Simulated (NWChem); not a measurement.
System: CrNHOF2; SMILES [F][Cr](=[O])([F])=[NH]

Input file for NWChem:

```
start job
memory heap 200 mb stack 900 mb global 1100 mb
geometry units angstroms noautoz
  Cr     0.021318    -0.041301     0.000000
  O      0.998362     1.149644     0.000000
  N      0.882357    -1.405730     0.000000
  H      1.895024    -1.565405     0.000000
  F     -0.961434    -0.008114    -1.397054
  F     -0.961434    -0.008114     1.397054
end
basis spherical
  Cr library cc-pvtz
  O library cc-pvtz
  N library cc-pvtz
  H library cc-pvtz
  F library cc-pvtz
end
dft
  xc hfexch
  iterations 150
  semidirect filesize 400000000
  mulliken
end
task dft energy
```

The geometry was optimised at B3LYP/6-31G* (spherical d).

Problem. Give the results of this calculation. (Hartree-Fock/cc-pVTZ.) Quantities: basis functions; energy (Ha); highest occupied level (eV); orbital gap (eV); dipole (D).

Solution. 
```
Quantity                       Result
---------------------------  --------
number of basis functions         202
energy (Ha)                  -1372.00
highest occupied level (eV)    -13.81
orbital gap (eV)                12.54
dipole (D)                       4.24
```
